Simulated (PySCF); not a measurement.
The free ion Mn4+ in its d3 configuration.

Method (PySCF 2.14, density fitting): CASSCF(3,5) with orbitals averaged over all microstates of the shell, strongly contracted NEVPT2 on the averaged canonical orbitals; basis x2c-TZVPall; spin-free X2C; gas phase; spin-orbit coupling by state interaction with the mean-field operator over all roots.

CASSCF energies above the lowest CASSCF root:

```
state  CASSCF / cm⁻¹
   4F              0
   4P          19933
   2G          20342
   2P          26986
   2H          26986
   2D          29385
   2F          46919
   2D          73856
```

Problem. How does dynamic correlation (SC-NEVPT2) move these states?

Solution. 
```json
{"state": "4F", "NEVPT2 / cm⁻¹": "0", "shift / cm⁻¹": "0"}
{"state": "4P", "NEVPT2 / cm⁻¹": "17085", "shift / cm⁻¹": "-2848"}
{"state": "2G", "NEVPT2 / cm⁻¹": "18698", "shift / cm⁻¹": "-1643"}
{"state": "2P", "NEVPT2 / cm⁻¹": "24312", "shift / cm⁻¹": "-2674"}
{"state": "2H", "NEVPT2 / cm⁻¹": "25949", "shift / cm⁻¹": "-1037"}
{"state": "2D", "NEVPT2 / cm⁻¹": "25475", "shift / cm⁻¹": "-3910"}
{"state": "2F", "NEVPT2 / cm⁻¹": "42399", "shift / cm⁻¹": "-4520"}
{"state": "2D", "NEVPT2 / cm⁻¹": "66266", "shift / cm⁻¹": "-7590"}
```

In the ligand-field fit B goes from 1329 to 1145 cm⁻¹, C goes from 5009 to 4774 cm⁻¹.
